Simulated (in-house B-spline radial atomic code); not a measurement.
Configurations of the strontium ion Sr⁺, with energies counted from [Kr] 5s1. Computed with a B-spline radial code for spherical atoms: scalar-relativistic (X2C) HSE06, spin-polarised, spherical fractional occupations, exact exchange averaged over the configuration, Fermi nucleus of rms radius 4.224 fm. Shells without spins written out take the highest spin.

Occupations are held fixed; configurations that lie above the ionisation limit could autoionise.

```
                    configuration  E - E(ref) (eV)  highest orbital  its <r> (bohr)
                         [Kr] 6f1           9.3473            6f up           21.96
        [Ar] 3d10 4s1 4p6 4d1 5s1           41.656            4d up           2.438
            [Ar] 3d10 4s1 4p6 5s2           42.324          5s down           3.614
        [Ar] 3d10 4s1 4p6 5s1 5f1           52.196            5f up           13.29
[Ne] 3s2 3p5 3d10 4s2 4p6 5s1 6p1           275.98            6p up           8.608
[Ne] 3s2 3p5 3d10 4s2 4p6 4f1 5s1           276.95            4f up           7.573
```

**Question.** Order these further configurations by energy, lowest first.
A. [Ar] 3d9 4s2 4p6 5s1 6d1
B. [Ar] 3d10 4s1 4p6 5s1 6d1
C. [Ar] 3d10 4s1 4p6 4f1 5s1
D. [Ar] 3d10 4s2 4p5 5s1 6s1
E. [Ar] 3d10 4s1 4p6 5s1 5p1

**Answer.** D (29.168 eV), E (44.943 eV), C (50.979 eV), B (51.626 eV), A (145.97 eV).

**Question.** How far above the reference does [Ar] 3d10 4s2 4p5 5s1 5d1 lie?

**Answer.** 29.763 eV; its least bound orbital is 5d up with <r> = 6.664 bohr.
